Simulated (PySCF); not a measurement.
Relaxation of singlet SiOBr2

Level of theory: PBE0 in PySCF with Si def2-SVP, O def2-SVP, Br def2-SVP; no relativity; density-fitted integrals. A (50,194) grid was used.

A hand-made trigonal pyramidal start, of Cs symmetry, held to at least that symmetry:

```xyz
4
charge 0 multiplicity 1, angstrom
Si   -0.3397   -0.5884   -0.9055
O    -1.0637   -1.8424   -0.1356
Br    1.6911   -0.5884    0.1743
Br   -1.3551    1.1703    0.1743
```

Task: What forces act on the atoms at the start (eV/Å)?

Result: 
```tsv
atom	Fx	Fy	Fz
Si1	-1.13	-1.95	5.54
O2	0.95	1.64	-3.03
Br3	-0.09	0.26	-1.25
Br4	0.27	0.05	-1.25
```

Task: What does it relax to?

Result: It ends at C2v with Si–Br 2.181 Å (×2), Si–O 1.524 Å; Br–Si–Br 109.2°, Br–Si–O 125.4° (×2) (after a last refinement on a finer grid). The frequency run here used a shortcut that can spoil soft modes, so no verdict on minimum or saddle point is given.

Task: How much energy is released, and in how many steps?

Result: 227.7 kJ/mol in 7 steps.

The relaxation took 15 s on 2 threads of a shared AMD EPYC 9R14 (Zen 4) host, with 96 basis functions and 8 gradients; the process peaked at 0.66 GiB.
